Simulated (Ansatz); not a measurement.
trans-Hf(H2O)2Cl4 (HfCl4O2H4). The state is a singlet with charge 0. Geometry PBE0-D4/def2-SVP, basis def2-TZVP, Ansatz.

Cartesian coordinates in Å:
```
Cl 1.794 0.610 -1.352
Cl -0.983 -0.476 2.247
Cl -1.323 1.897 -0.320
Cl 0.414 -2.441 -0.290
Hf -0.024 -0.100 0.070
O 1.505 0.710 1.488
O -1.504 -0.699 -1.497
H 1.306 0.853 2.424
H 2.262 1.229 1.183
H -1.426 -1.539 -1.971
H -2.022 -0.043 -1.984
```

| run | HOMO (eV) | LUMO (eV) |
| --- | --- | --- |
| A | -8.20 | -1.41 |
| B | -6.83 | -2.21 |
| C | -9.40 | -0.45 |
| D | -9.52 | -0.34 |
| E | -7.20 | -2.08 |
| F | -6.99 | -2.47 |

In the def2 sets Hf takes a core potential; there is no spin–orbit coupling. No other spin state of charge 0 was run. Another isomer (singlet) lies 0.21 eV lower at PBE0-D4/def2-TZVP; other spin states weren't run for this one.

The runs used BHLYP, CAM-B3LYP, LDA (SPW92), PBE, PBE0, r2SCAN. Estimate which is which.

A PBE0 (25 % exact exchange); B PBE (0 % exact exchange); C BHLYP (50 % exact exchange); D CAM-B3LYP (range-separated); E r2SCAN (0 % exact exchange); F LDA (SPW92) (0 % exact exchange). Exact exchange lowers occupied and raises empty levels; among semilocal functionals meta-GGAs tend to open the gap a little, and such runs are hard to tell apart. The gap grows from 4.52 eV (LDA (SPW92)) to 9.18 eV (CAM-B3LYP).
